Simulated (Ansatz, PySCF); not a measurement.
Caution: the highest occupied level lies above zero, so the state may not be bound. This triplet is an excited state, 0.61 eV above the relaxed singlet at the level frozen-core CCSD(T)/aug-cc-pVTZ // B3LYP-D3(BJ)/def2-TZVPD (Ansatz, a quantum-chemistry and plane-wave program).

**H$_{4}$AlSi, SMILES `[SiH3][AlH-]` (excited triplet) (charge -1, multiplicity 3)**

These are PySCF with PBE-D3(BJ)/def2-TZVPD // B3LYP-D3(BJ)/def2-TZVPD values and carry that method's errors.

- highest occupied spin orbital: 1.47 eV
- total energy: -534.0139 Ha
- cost: about 2.7 core-minutes (a rough figure)

```xyz
6

Al     1.7277    -0.3984    -0.5279
Si    -0.6511    -0.0239    -0.0460
H      2.8581     0.2674     0.4290
H     -1.5273    -0.7204    -1.0503
H     -1.1900     1.3895    -0.0735
H     -1.2173    -0.5141     1.2687
```
Charge -1, spin multiplicity 3.
